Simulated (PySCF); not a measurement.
Isomers of C3H5N. Isolated molecules, 0 K electronic values unless said otherwise. One relaxed conformer stands for each flexible species; it need not be the lowest. Strings in code marks are SMILES.

The numbers are results of PySCF 2.14.0 with B3LYP-D3(BJ)/def2-TZVP // PBE0-D4/def2-TZVP, not measurements. All candidates: neutral, multiplicity 1. B3LYP has the VWN-RPA correlation part, as in Gaussian. Delta-SCF ions had no search for a lower state. 

| Quantity | Value |
|---|---|
| dipole moment | 1.85 D |
| HOMO | -6.01 eV |
| vertical ionisation energy (Delta-SCF) | 8.49 eV |

**Question.** Say which member has these values.
A. `N=C1CC1`
B. `CCC#N`
C. `CC#CN`
D. `C#CNC`

**Answer.** D, `C#CNC`. The others give `CC#CN`: 1.34 D, -5.83 eV, 8.35 eV; `N=C1CC1`: 2.33 D, -6.88 eV, 9.45 eV; `CCC#N`: 4.10 D, -9.08 eV, 11.80 eV
